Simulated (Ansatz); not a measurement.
The cluster SiSe₂⁺. Total charge 1; doublet. Geometry PBE-D4/def2-TZVP.

```xyz
3

Si    0.000    0.000    0.000
Se    1.218   -1.710    0.097
Se   -1.218    1.710   -0.097
```

The structure comes from a short search, and lower isomers may exist.

Q: Estimate the α-spin orbital energies around the gap (eV) in Ansatz with PBE-D4/def2-TZVP, PBE0-D4/def2-TZVP.

A: 
```csv
orbital,PBE-D4/def2-TZVP,PBE0-D4/def2-TZVP
HOMO−5,-17.41,-18.78
HOMO−4,-14.82,-15.98
HOMO−3,-13.75,-15.02
HOMO−2,-13.27,-14.49
HOMO−1,-12.98,-14.24
HOMO,-12.38,-13.52
LUMO,-9.13,-8.26
LUMO+1,-8.74,-7.92
LUMO+2,-8.47,-7.71
LUMO+3,-3.33,-2.53
LUMO+4,-2.84,-2.00
LUMO+5,-2.37,-1.48
β HOMO,-12.18,-13.23
β LUMO,-12.09,-11.37
```
